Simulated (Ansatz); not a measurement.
`[F][In]([F])[SiH3]` + CH₄ → `[CH3][In]([F])[SiH3]` + H–F  (formal exchange of groups at the In–F bond)

Isolated molecules relaxed with PBE0-D4/def2-TZVP in Ansatz; ΔE leaves out vibrations. CCSD(T)/CBS is the MP2 limit (def2-TZVPP, def2-QZVPP) plus CCSD(T) − MP2 in def2-TZVPP, frozen cores. This one scheme is used for every species. DFT in def2-TZVPP. B3LYP here is the variant with VWN-RPA as its local correlation; programs differ in this. def2 core potentials past Kr. For In outer-core shells are correlated without core-valence functions, which leaves a few kJ/mol of doubt a bond.

| level | ΔE (kJ/mol) | difference from CCSD(T)/CBS |
| --- | --- | --- |
| PBE-D4 | 88.1 | 4.0 |
| BLYP-D4 | 99.8 | 15.7 |
| B3LYP-D4 | 95.1 | 11.0 |
| CAM-B3LYP-D4 | 97.9 | 13.8 |
| ωB97M-V | 90.3 | 6.2 |
| B2PLYP | 94.8 | 10.7 |
| B3LYP | 99.6 | 15.5 |
| RPA@PBE/def2-TZVPP | 80.0 | -4.1 |
| HF/def2-SVP | 110.0 | 25.9 |
| CCSD/CBS(def2) | 85.6 | 1.5 |
| CCSD(T)/CBS | 84.1 | 0 |

Largest T1 diagnostic among the species: 0.016.

From PBE to PBE0 (25 % exact exchange), in def2-TZVPP and without D4, ΔE moves by −5.1 kJ/mol. In def2-TZVPP, CCSD(T) changes the Hartree–Fock value by −27.0 kJ/mol (the triples alone add −1.5 kJ/mol) and MP2 by −29.7 kJ/mol.
